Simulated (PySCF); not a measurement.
**RuH: energy against distance**

Set-up: H def2-TZVPP, Ru def2-TZVPP with ECP28; scalar-relativistic core potentials (PySCF 2.14). Energies in eV from H + Ru (4d7 5s1) in their ground configurations at the same level. State: ⁴Σ⁻ (quartet), unpaired electrons σ ↑, δ ↑↑.

| R (Å) | PBE |
| --- | --- |
| 1.356 | -2.358 |
| 1.419 | -2.632 |
| 1.482 | -2.787 |
| 1.530 | -2.843 |
| 1.577 | -2.858 |
| 1.624 | -2.840 |
| 1.687 | -2.776 |
| 1.766 | -2.650 |
| 1.861 | -2.452 |
| 1.987 | -2.148 |

Problem. Put a parabola through the three lowest points of the PBE curve and estimate Re, k and ωe (reduced mass 0.998 u; 1 eV/Å² = 0.16022 mdyn/Å; ωe = 1302.8·√(k/μ) cm⁻¹).

Solution. Through R = 1.53, 1.577, 1.624 Å the second-order coefficient is 7.47 eV/Å², so Re ≈ 1.575 Å, k ≈ 2.39 mdyn/Å and ωe ≈ 2018 cm⁻¹. A polynomial fit of higher order to the unrounded PBE energies gives Re = 1.573 Å, k = 2.39 mdyn/Å, ωe = 2016 cm⁻¹; anharmonicity and rounding make the difference.

The higher-order fit for each curve: PBE: Re = 1.573 Å, ωe = 2016 cm⁻¹, De = 2.86 eV.

The metal atom is held in its measured ground configuration; semilocal functionals can put another filling of s and d lower by some tenths of an eV, and De to that atom would be smaller. Spin–orbit coupling is left out, which matters for elements this heavy, above all for dissociation energies. The state is the lowest single determinant that the PBE0 search found; with open d or f shells the true ground state can be another one.
